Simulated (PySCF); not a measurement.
M06-2X on Br(2+) (bromine, charge +2)

Configuration: [Ar] 3d10 4s2 4p3, high-spin 4S determinant. Calculation: PySCF 2.14, in x2c-SVPall (5s4p3d, 32 functions); scalar relativity by spin-free X2C-1e.

```
Total energy                        : -2604.648 hartree
One-electron energy                 : -3592.028 hartree
Hartree (Coulomb) energy            : 1079.807 hartree
Exchange-correlation energy         : -92.428 hartree
⟨S²⟩                                : 3.7516
⟨L²⟩                                : 0.000
Sum of ⟨r⟩                          : 20.61 bohr
Sum of ⟨r²⟩                         : 25.43 bohr²
Langevin diamagnetic susceptibility : -20.1 ×10⁻⁶ cm³/mol
Time after the integrals            : 0.78 s of wall time on 1 thread of Neoverse-N1 (shared host)
```

| shell | electrons | mean orbital energy (eV) | rms radius, mean of both spins (bohr) |
| --- | --- | --- | --- |
| 1s α | 1 | -13449.3 | 0.0493 |
| 1s β | 1 | -13448.9 | 0.0493 |
| 2s α | 1 | -1798.5 | 0.205 |
| 2s β | 1 | -1798.3 | 0.205 |
| 2p α | 3 | -1592.0 | 0.183 |
| 2p β | 3 | -1591.6 | 0.183 |
| 3s α | 1 | -279.02 | 0.590 |
| 3s β | 1 | -278.52 | 0.590 |
| 3p α | 3 | -213.01 | 0.608 |
| 3p β | 3 | -212.37 | 0.608 |
| 3d α | 5 | -101.41 | 0.650 |
| 3d β | 5 | -101.02 | 0.650 |
| 4s α | 1 | -47.576 | 1.73 |
| 4s β | 1 | -41.068 | 1.73 |
| 4p α | 3 | -32.273 | 2.00 |

Densities and radii are taken from the X2C orbitals without a picture-change correction, which distorts them close to the nucleus.
